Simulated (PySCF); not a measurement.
# Relaxation of singlet VO₂F

Level of theory: B3LYP/[V def2-SVP, O def2-SVP, F def2-SVP], no relativity, density fitting, PySCF. A (50,194) grid was used.

A start displaced from a saddle point along its imaginary mode, of Cs symmetry, held to at least that symmetry:

Coordinates in bohr (charge 0 multiplicity 1):
```
V     0.0000   -0.4452   -0.0969
O     2.4665    0.4724   -1.7582
O    -2.4665    0.4724   -1.7582
F     0.0000    0.3984    3.2203
```

Optimiser trace:
```csv
step,E − E(last) (kJ/mol),largest gradient (Eh/bohr)
0,39.95,0.06330
1,0.57,0.01704
2,0.02,0.00167
3,0.00,0.00028
4,0.00,0.00009
```

It ends at Cs with V–F 1.747 Å, V–O 1.572 Å (×2); F–V–O 117.7° (×2), O–V–O 110.1° (after a last refinement on a finer grid). A frequency run shows a minimum. Other isomers or separated fragments may lie lower.

Final geometry:
Z-matrix (Å, degrees; charge 0 multiplicity 1):
```
V
O  1 1.5724
O  1 1.5724 2 110.07
F  1 1.7474 2 117.74 3 -138.78
```

The relaxation took about 12 core-seconds on a shared host.
